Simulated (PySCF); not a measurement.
Job file and geometry (Å, from GFN2-xTB) of an NMR shielding run on SMILES N#CC[SiH2]C[SiH2]C1CC1, C6H13NSi2, PySCF 2.14.0, density-fitted response routines, GIAO PBE0/pcSseg-1 NMR shielding, non-relativistic, gas phase; density fitting, a coarse starting grid and PySCF grid level 2 are the driver's defaults:

```
$ OMP_NUM_THREADS=1 python probes_run.py task.json out

{"job": {"kind": "nmr", "xc": "PBE0", "basis": "pcSseg-1"}, "charge": 0, "multiplicity": 1}
N      3.676351     1.429228     1.746007
C      3.501607     0.964404     0.714154
C      3.260085     0.351226    -0.549673
Si     2.248656    -1.266570    -0.321385
C      0.641790    -0.833487     0.577343
Si    -0.548812     0.321058    -0.361912
C     -2.094382     0.569757     0.682102
C     -3.203776    -0.445008     0.640676
C     -3.407424     0.900347     0.030435
H      4.216886     0.141573    -1.028159
H      2.707862     1.050300    -1.178312
H      3.065066    -2.211106     0.450560
H      2.017502    -1.794954    -1.670696
H      0.895005    -0.365965     1.530007
H      0.115384    -1.755318     0.823772
H      0.076534     1.626144    -0.620264
H     -0.914164    -0.296085    -1.645608
H     -1.938197     1.035579     1.648987
H     -3.721623    -0.678568     1.559549
H     -3.097163    -1.292197    -0.020587
H     -3.440270     0.973462    -1.046287
H     -4.067327     1.595568     0.528146
```

Q: Write the output of this run.

A: 
```
coarse grid: 18888 points
cycle   1  E = -869.3799620162  dE =  9.135e-01  |g| = 5.891e-01  |ddm| = 4.208e+00
cycle   2  E = -869.2361295129  dE =  1.438e-01  |g| = 9.951e-01  |ddm| = 1.366e+00
cycle   3  E = -869.4592632102  dE = -2.231e-01  |g| = 2.177e-01  |ddm| = 9.114e-01
cycle   4  E = -869.4693575028  dE = -1.009e-02  |g| = 4.989e-02  |ddm| = 1.725e-01
cycle   5  E = -869.4699150660  dE = -5.576e-04  |g| = 1.132e-02  |ddm| = 5.318e-02
cycle   6  E = -869.4699460281  dE = -3.096e-05  |g| = 3.217e-03  |ddm| = 1.413e-02
cycle   7  E = -869.4699484977  dE = -2.470e-06  |g| = 6.695e-04  |ddm| = 3.088e-03
final grid: 171928 points
cycle   8  E = -869.5209556173  dE = -3.995e-05  |g| = 8.803e-03  |ddm| = 3.144e-02
cycle   9  E = -869.5209473356  dE =  8.282e-06  |g| = 1.054e-02  |ddm| = 1.668e-02
cycle  10  E = -869.5209756196  dE = -2.828e-05  |g| = 5.187e-04  |ddm| = 9.014e-03
cycle  11  E = -869.5209756714  dE = -5.175e-08  |g| = 1.976e-04  |ddm| = 6.766e-04
cycle  12  E = -869.5209756801  dE = -8.782e-09  |g| = 6.514e-05  |ddm| = 2.034e-04
cycle  13  E = -869.5209756807  dE = -5.962e-10  |g| = 3.981e-05  |ddm| = 6.711e-05
cycle  14  E = -869.5209756811  dE = -3.342e-10  |g| = 8.577e-06  |ddm| = 3.065e-05
converged SCF energy = -869.5209756811

GIAO shielding tensors (ppm)
atom      isotropic    diamagn.    paramagn.     s11        s22        s33       span
  0 N      -28.175     340.634    -368.809   -205.052   -183.353    303.880    508.932
  1 C       64.270     261.199    -196.929    -52.469    -46.408    291.685    344.154
  2 C      188.677     256.011     -67.333    178.712    185.569    201.751     23.039
  3 Si     388.879     881.271    -492.393    355.634    384.626    426.376     70.743
  4 C      196.532     262.675     -66.143    190.549    197.031    202.016     11.467
  5 Si     380.064     883.788    -503.724    332.954    377.168    430.069     97.115
  6 C      190.314     250.335     -60.021    161.327    183.495    226.119     64.792
  7 C      182.786     253.726     -70.940    153.363    177.765    217.230     63.867
  8 C      183.053     256.404     -73.351    156.353    177.263    215.542     59.188
  9 H       30.131      24.539       5.592     24.556     27.813     38.023     13.466
 10 H       30.098      32.933      -2.836     26.499     27.960     35.834      9.334
 11 H       27.142      29.202      -2.060     23.140     25.137     33.148     10.007
 12 H       27.471      30.023      -2.552     23.886     25.823     32.704      8.818
 13 H       31.038      36.933      -5.895     25.919     29.924     37.271     11.351
 14 H       31.617      35.123      -3.506     25.030     30.572     39.250     14.220
 15 H       27.138      33.414      -6.276     22.097     27.647     31.670      9.574
 16 H       28.256      32.902      -4.646     23.817     28.428     32.522      8.705
 17 H       31.867      33.297      -1.430     24.507     29.028     42.067     17.560
 18 H       30.982      30.544       0.438     25.279     26.210     41.457     16.178
 19 H       31.524      32.420      -0.896     25.660     28.870     40.042     14.382
 20 H       31.464      32.105      -0.642     25.036     28.935     40.420     15.383
 21 H       30.981      30.328       0.653     24.935     26.350     41.657     16.723
```

Q: Turn these shieldings into chemical shifts. Referencing at the same level of theory: NH3 for ¹⁵N (σ = 267.73 ppm); ¹³C (σ = 186.93 ppm), ²⁹Si (σ = 349.16 ppm), ¹H (σ = 31.72 ppm) vs TMS.

A: Averaging equivalent atoms: N 0: 295.9; C 1: 122.7; C 7/8: 4.0; C 2: -1.8; C 6: -3.4; C 4: -9.6; Si 5: -30.9; Si 3: -39.7; H 11/12: 4.41; H 15/16: 4.02; H 9/10: 1.60; H 18/21: 0.74; H 13/14: 0.39; H 19/20: 0.22; H 17: -0.15 ppm. Experimental scales use liquid or dissolved standards, which lie at an offset from isolated NH3 (liquid NH3: subtract about 20 ppm). Unscaled 15N shifts of sp2 nitrogen come out 20 to 40 ppm too high even then.

Size and cost of the density-fitted run: 232 basis functions, 38 s wall time on 1 thread of an Intel Xeon 6975P-C, shared host; peak memory 1.1 GiB.
